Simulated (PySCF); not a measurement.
Species: perfluorobutyryl chloride, C4ClF7O.
SMILES with atom numbers: `[O:1]=[C:2]([Cl:3])[C:4]([F:5])([F:6])[C:7]([F:8])([F:9])[C:10]([F:11])([F:12])[F:13]`

Computed, not measured: PBE0-D3(BJ)/def2-SVP geometry optimisation, gas phase in PySCF 2.14.0.

Q: List the bond lengths, angles and torsions at this level.

A: 
| bond | length (Å) |
| --- | --- |
| O1=C2 | 1.179 |
| C2–Cl3 | 1.745 |
| C2–C4 | 1.549 |
| C4–F5, C4–F6 | 1.335 |
| C4–C7 | 1.551 |
| C7–F8, C7–F9 | 1.336 |
| C7–C10 | 1.544 |
| C10–F11, C10–F12, C10–F13 | 1.324 |

Bonds in one row agree within 0.01 Å and their mean is given. A selection of angles:
| angle | degrees |
| --- | --- |
| O1–C2–Cl3 | 124.4 |
| O1–C2–C4 | 122.5 |
| Cl3–C2–C4 | 113.1 |
| C2–C4–F5 | 107.7 |
| C2–C4–F6 | 109.5 |
| C2–C4–C7 | 115.2 |
| F5–C4–F6 | 109.2 |
| F5–C4–C7 | 108.2 |
| C4–C7–F8 | 108.8 |
| C4–C7–F9 | 107.3 |
| C4–C7–C10 | 115.5 |
| F8–C7–F9 | 109.2 |
| F8–C7–C10 | 107.7 |
| C7–C10–F11 | 111.0 |
| C7–C10–F12 | 109.2 |
| F11–C10–F12 | 109.3 |

Torsions: O1–C2–C4–F5 -17° (synperiplanar); C2–C4–C7–F8 62° (synclinal); C4–C7–C10–F11 -60° (synclinal). The mirror-image conformer, all signs reversed, is as good.

Of the pairs four or more bonds apart, C2···F13 is among the closest relative to their van der Waals radii: 2.84 Å, 90 % of the sum of Bondi's values.

Point group: C1 (no symmetry element, even within 0.4 Å). Stationary, but not proved a minimum. One conformer, not necessarily the lowest.
